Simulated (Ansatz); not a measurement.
[Ni(NH3)6]3+ (NiN₆H₁₈³⁺) was relaxed with PBE-D4 (def2-SVP) in Ansatz in these states: charge +3 doublet, charge +3 quartet. The geometries follow in no particular order.

A:

```csv
atom,x (Å),y (Å),z (Å)
Ni1,0.000,0.003,0.000
N2,-0.350,2.093,-0.473
H3,-1.309,2.417,-0.240
H4,-0.241,2.321,-1.479
H5,0.274,2.761,0.018
N6,0.334,-2.089,0.484
H7,-0.266,-2.756,-0.035
H8,0.183,-2.321,1.484
H9,1.303,-2.409,0.291
N10,-2.120,-0.402,-0.253
H11,-2.566,0.139,-1.016
H12,-2.688,-0.189,0.588
H13,-2.338,-1.392,-0.468
N14,2.124,0.392,0.239
H15,2.350,1.387,0.423
H16,2.692,0.148,-0.594
H17,2.566,-0.127,1.020
N18,-0.292,0.425,2.111
H19,-0.693,1.363,2.298
H20,0.582,0.406,2.669
H21,-0.929,-0.234,2.598
N22,0.303,-0.419,-2.110
H23,0.728,-1.348,-2.293
H24,0.924,0.254,-2.597
H25,-0.571,-0.423,-2.667
```

B:

```xyz
25

Ni    0.000   -0.001    0.000
N    -0.523   -0.268   -1.921
H     0.289   -0.276   -2.566
H    -1.153    0.462   -2.304
H    -1.022   -1.160   -2.094
N     0.528    0.267    1.919
H     0.996    1.176    2.097
H     1.188   -0.442    2.290
H    -0.279    0.240    2.570
N     1.841    1.134   -0.691
H     1.696    1.730   -1.526
H     2.646    0.537   -0.957
H     2.246    1.787    0.005
N    -1.843   -1.131    0.693
H    -2.277   -1.751   -0.016
H    -2.630   -0.530    1.000
H    -1.690   -1.760    1.502
N     1.037   -1.719   -0.053
H     1.149   -2.126   -1.001
H     0.601   -2.475    0.508
H     2.006   -1.631    0.307
N    -1.040    1.716    0.053
H    -1.167    2.113    1.003
H    -2.003    1.628   -0.323
H    -0.597    2.478   -0.494
```

Q: Judge from the bond lengths which geometry belongs to which state (an estimate).

A: A is the charge +3 quartet (Ni1–N6 2.174 Å, Ni1–N22 2.173 Å, Ni1–N18 2.173 Å); B is the charge +3 doublet (Ni1–N6 2.009 Å, Ni1–N22 2.008 Å, Ni1–N18 2.008 Å).
